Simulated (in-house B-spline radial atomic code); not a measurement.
A fraction x of an electron is removed from 5p in La V (La4+), starting from [Kr] 4d10 5s2 5p5 and keeping the highest spin. Level of theory: scalar-relativistic (X2C) PW91, spin-polarised, spherical fractional occupations, Fermi nucleus of rms radius 4.855 fm; calculated with a radial B-spline atomic code at the basis-set limit.

```
   x  E(x) - E(0) (eV)  5p down level (eV)
   0            0.0000             -56.619
0.03            1.7040             -56.979
0.24           13.9348             -59.507
0.37           21.7728             -61.079
0.38           22.3842             -61.200
 0.5           29.8155             -62.655
0.61           36.7811             -63.992
0.73           44.5479             -65.454
0.82           50.4882             -66.553
0.94           58.5626             -68.020
   1           62.6658             -68.755
```

The exact functional would give a straight line between the two integer points. Deviations E(x) - E(0) - x[E(1) - E(0)], in eV: -0.176 at x = 0.03, -1.105 at x = 0.24, -1.414 at x = 0.37, -1.429 at x = 0.38, -1.517 at x = 0.5, -1.445 at x = 0.61, -1.198 at x = 0.73, -0.898 at x = 0.82, -0.343 at x = 0.94.

The curve lies below the straight line by up to 1.517 eV (at x = 0.5): convex, the delocalisation error that favours fractional charges.

Task: How well does Slater's transition state (minus the level at half occupation) give the ionisation energy?

Result: It gives 62.655 eV against 62.666 eV from the two total energies; NIST lists 61.60 eV, ground level to ground level.
